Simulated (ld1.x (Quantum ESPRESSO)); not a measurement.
# An all-electron radial function and its pseudo partner (nickel)

Columns: radius, all-electron u(r) and pseudo u(r) of the 4s shell (level -9.35 eV) of nickel in the configuration [Ne] 3s2 3p6 3d8 4s1.5 4p0; PW91, scalar-relativistic, TM scheme, ld1.x (Quantum ESPRESSO) 7.5.

```json
{"r (bohr)": "0.118", "all-electron": "-0.1337", "pseudo": "-0.0206"}
{"r (bohr)": "0.235", "all-electron": "-0.1094", "pseudo": "-0.0418"}
{"r (bohr)": "0.353", "all-electron": "0.1178", "pseudo": "-0.0650"}
{"r (bohr)": "0.470", "all-electron": "0.2655", "pseudo": "-0.0906"}
{"r (bohr)": "0.588", "all-electron": "0.2885", "pseudo": "-0.1201"}
{"r (bohr)": "0.705", "all-electron": "0.2208", "pseudo": "-0.1540"}
{"r (bohr)": "0.822", "all-electron": "0.1060", "pseudo": "-0.1933"}
{"r (bohr)": "0.940", "all-electron": "-0.0264", "pseudo": "-0.2390"}
{"r (bohr)": "1.058", "all-electron": "-0.1567", "pseudo": "-0.2907"}
{"r (bohr)": "1.175", "all-electron": "-0.2742", "pseudo": "-0.3472"}
{"r (bohr)": "1.292", "all-electron": "-0.3758", "pseudo": "-0.4069"}
{"r (bohr)": "1.410", "all-electron": "-0.4609", "pseudo": "-0.4676"}
{"r (bohr)": "1.528", "all-electron": "-0.5291", "pseudo": "-0.5250"}
{"r (bohr)": "1.645", "all-electron": "-0.5814", "pseudo": "-0.5749"}
{"r (bohr)": "1.763", "all-electron": "-0.6203", "pseudo": "-0.6155"}
{"r (bohr)": "1.880", "all-electron": "-0.6468", "pseudo": "-0.6445"}
{"r (bohr)": "1.998", "all-electron": "-0.6631", "pseudo": "-0.6624"}
{"r (bohr)": "2.115", "all-electron": "-0.6704", "pseudo": "-0.6703"}
{"r (bohr)": "2.232", "all-electron": "-0.6705", "pseudo": "-0.6705"}
{"r (bohr)": "2.350", "all-electron": "-0.6643", "pseudo": "-0.6643"}
{"r (bohr)": "2.468", "all-electron": "-0.6529", "pseudo": "-0.6529"}
{"r (bohr)": "2.585", "all-electron": "-0.6376", "pseudo": "-0.6376"}
{"r (bohr)": "2.702", "all-electron": "-0.6190", "pseudo": "-0.6190"}
{"r (bohr)": "2.820", "all-electron": "-0.5977", "pseudo": "-0.5977"}
{"r (bohr)": "2.938", "all-electron": "-0.5746", "pseudo": "-0.5746"}
{"r (bohr)": "3.055", "all-electron": "-0.5503", "pseudo": "-0.5503"}
```

Problem. How many radial nodes do the two functions have?

Solution. The all-electron 4s function has n − l − 1 = 3 (the table is too coarse to show those close to the nucleus); the pseudo-wave has 0, since the states of the same l below it are removed with the core.

Problem. At about which radius was the pseudo-wave matched?

Solution. 2.35 bohr. The columns agree to 0.0005 from 2.12 bohr on; several derivatives are matched, so the curves merge somewhat inside the radius.

Problem. Is the pseudo-wave norm-conserving?

Solution. Yes: the TM scheme keeps the norm inside the radius equal to the all-electron one, which fixes the energy derivative of the logarithmic derivative at the level.
